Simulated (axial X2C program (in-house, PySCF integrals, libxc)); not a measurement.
**TaP along the bond: PW91, two-component**

Calculated with an in-house relativistic program for diatomic molecules. Two-component (2c) means X2C with spin–orbit coupling and atomic mean-field two-electron Coulomb and Gaunt terms. Basis: Ta dyall-cv3z [13s14p9d7f4g], P dyall-v3z [8s7p2d1f] (cores contracted in-house); Gaussian nuclei, density fitting, unrestricted open shells. Masses: Ta 180.948 u, P 30.974 u.

State: Ω = 1 (⟨Sz⟩ = -0.99, ⟨Lz⟩ = 1.99 at PW91). Dipoles are positive if P is the positive end.

```csv
R (Å),μ (D),HOMO (eV),LUMO (eV)
1.869,-3.288,-4.21,-3.82
1.955,-3.592,-4.30,-3.88
2.019,-3.780,-4.37,-3.95
2.084,-3.940,-4.44,-4.02
2.148,-4.075,-4.51,-4.08
2.223,-4.203,-4.59,-4.16
2.298,-4.304,-4.66,-4.23
2.395,-4.393,-4.74,-4.31
2.513,-4.431,-4.81,-4.38
2.685,-4.364,-4.79,-4.41
```

The minimum lies at 2.158 Å. What is the dipole moment there, and its slope?

At PW91, 2c, with the sign and origin stated: μ = -4.09 D, dμ/dR = -1.85 D/Å.

One determinant describes the state; a PBE0 search over occupations chose it and may have missed a lower one. Density functionals use the spin component along the axis (collinear). Other states lie close and PBE0, whose exact exchange favours high spin, may order them wrongly; the determinant shown need not be the ground state. The nearest other 2c determinant of the search, Ω = 0, lies 0.30 eV up at the distance of the search. The functionals have no current-density term, which raises determinants with orbital currents, atoms included. With several unpaired electrons one determinant need not be a pure state. The determinant is spin-polarised beyond a pure state at some levels (its spin-free form has ⟨S²⟩ too high), which makes Re and μ there less reliable.
